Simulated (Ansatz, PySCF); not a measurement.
Energy difference R1 + R2 → P1 + P2, each structure at its B3LYP-D3(BJ)/def2-TZVP stationary point, reached from a drawn start (curvature not checked).
P1: CH4 (SMILES C), charge 0, multiplicity 1.
R1: H2 (SMILES [H][H]), charge 0, multiplicity 1.
P2: SiH4 (SMILES [SiH4]), charge 0, multiplicity 1.
R2: CH6Si (SMILES C[SiH3]), charge 0, multiplicity 1.

P less R. No zero-point or thermal terms.

Cores are frozen in the correlated methods. CBS(a, b) extrapolates the correlation energy as X⁻³ and adds the Hartree–Fock energy of set b.

The values were computed with Ansatz (a first-principles code); PySCF for the D3/D4 terms. All values are computed, each at the level named.

PBE/def2-TZVPP gives -29.5 kJ/mol for the reaction energy.

### Question
Where do these levels fall relative to PBE: PBE-D3(BJ)/def2-TZVPP, r2SCAN/def2-TZVPP, PBE0/def2-TZVPP, wB97M-V/def2-TZVPP, B2PLYP/def2-TZVPP, MP2/CBS(cc-pV(T+d)Z, cc-pV(Q+d)Z), CCSD(T)/CBS(cc-pV(T+d)Z, cc-pV(Q+d)Z).

### Answer
PBE-D3(BJ)/def2-TZVPP 3.4; r2SCAN/def2-TZVPP 2.2; PBE0/def2-TZVPP -1.9; wB97M-V/def2-TZVPP 1.5; B2PLYP/def2-TZVPP -4.0; MP2/CBS(cc-pV(T+d)Z, cc-pV(Q+d)Z) 6.8; CCSD(T)/CBS(cc-pV(T+d)Z, cc-pV(Q+d)Z) 2.3 kJ/mol. 5 of 7 lie above PBE; the widest gap is to MP2/CBS(cc-pV(T+d)Z, cc-pV(Q+d)Z).
